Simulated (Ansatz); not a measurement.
AlNH$_{4}$Cl$_{2}$, singlet: a nudged elastic band.

The input file, in.yaml:

```yaml
crystal:
  periodic: [false, false, false]
  atoms:
    - {symbol: Al, position_ang: [-0.760272, 0.265134, 0.623272]}
    - {symbol: H, position_ang: [-0.730389, 1.821602, 0.877112]}
    - {symbol: Cl, position_ang: [-2.334677, -0.496134, -0.595485]}
    - {symbol: Cl, position_ang: [-0.185859, -0.999811, 2.239939]}
    - {symbol: H, position_ang: [1.315583, 0.751535, -0.863805]}
    - {symbol: N, position_ang: [0.799859, -0.088945, -0.621961]}
    - {symbol: H, position_ang: [0.455144, -0.511346, -1.479708]}
    - {symbol: H, position_ang: [1.440711, -0.741935, -0.179365]}
basis:
  gaussian: {orbitals: def2-SVP}
hamiltonian: {xc: pbe0, dispersion: d4}
neb:
  images: 0
  climbing: true
  max_iterations: 30
  initial_path: idpp
  final_atoms:
    - {symbol: Al, position_ang: [-0.496395, -0.472613, 0.292276]}
    - {symbol: H, position_ang: [-0.440065, 1.955252, 0.680616]}
    - {symbol: Cl, position_ang: [-2.408872, -0.198394, -0.496378]}
    - {symbol: Cl, position_ang: [-0.250588, -0.704116, 2.351578]}
    - {symbol: H, position_ang: [0.142703, 1.837485, 0.218176]}
    - {symbol: N, position_ang: [0.861969, -0.727673, -0.782426]}
    - {symbol: H, position_ang: [0.799340, -0.728614, -1.786863]}
    - {symbol: H, position_ang: [1.792007, -0.961228, -0.476980]}
```

Run by:

```bash
ansatz run in.yaml --threads 4 --pin off --events-out ev --progress --plain --max-ram 9574MiB
```

The run's output (Ansatz 0.2.0):

```
Error: invalid value for `neb.images`: must be ≥ 1; got 0
```

Hardware: 4 CPU threads of an Arm Neoverse V1, shared host. Wall time about 0.05 s.


The program refused the input. A band needs at least one image.